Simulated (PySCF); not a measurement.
## Spin-orbit coupling and the fourth ionisation energy along group 14

Two-component X2C-1e calculated with PySCF 2.14: MP2 on generalised Hartree-Fock spinors (GMP2), with spin-orbit coupling off and on (screened by Boettger's factors); no Breit or QED terms. Values in eV; the references (NIST) lie between the lowest levels. Elements whose determinants are no pure J levels are left out.

| element | configurations | spin-free | with spin-orbit | shift | reference |
| --- | --- | --- | --- | --- | --- |
| C (x2c-TZVPPall-2c, 1s2 frozen) | [He] 2s1 → 1s2 | 64.365 | 64.365 | 0.000 | 64.494 |
| Si (x2c-TZVPPall-2c, [Ne] frozen) | [Ne] 3s1 → [Ne] | 44.697 | 44.697 | 0.000 | 45.142 |
| Ge (x2c-TZVPPall-2c, [Ne] frozen) | [Ar] 3d10 4s1 → [Ar] 3d10 | 45.088 | 45.088 | 0.000 | 45.715 |
| Sn (x2c-TZVPPall-2c, [Ar] 3d10 frozen) | [Kr] 4d10 5s1 → [Kr] 4d10 | 40.608 | 40.611 | 0.003 | 40.74 ± 0.04 |
| Pb (x2c-TZVPPall-2c, [Kr] 4d10 4f14 frozen) | [Xe] 4f14 5d10 6s1 → [Xe] 4f14 5d10 | 42.272 | 42.297 | 0.026 | 42.333 |

What remains against the references is mostly the basis and correlation beyond MP2.
